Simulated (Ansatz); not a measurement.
Basis-set extrapolation for C9H8 (`CC#Cc1ccccc1`) (PBE0-D4/def2-TZVP geometry, frozen core, Ansatz 0.2.0). Multiplicity 1, RHF reference.

```
                      def2-TZVPP   def2-QZVPP
                 HF  -345.546592  -345.560714
    MP2 correlation    -1.408938    -1.497979
CCSD(T) correlation    -1.518332      not run
```

Energies in hartree. Use E(X) = E(∞) + A·exp(−7.88·√X) for Hartree–Fock and E(X) = E(∞) + B·X^(−2.97) for correlation, with X = 3 and 4, and add CCSD(T) minus MP2 of the smaller set to the MP2 limit.

Task: What is the CCSD(T) energy at the basis-set limit?

Result: HF limit: -345.560714 + (-0.014122) × 0.13774 = -345.56266. MP2 limit: -1.497979 + (-0.089041) × 0.74074 = -1.56394. Higher-order term: -1.518332 − (-1.408938) = -0.10939. Total: -347.23599 hartree, 107.3 kcal/mol below CCSD(T)/def2-TZVPP.
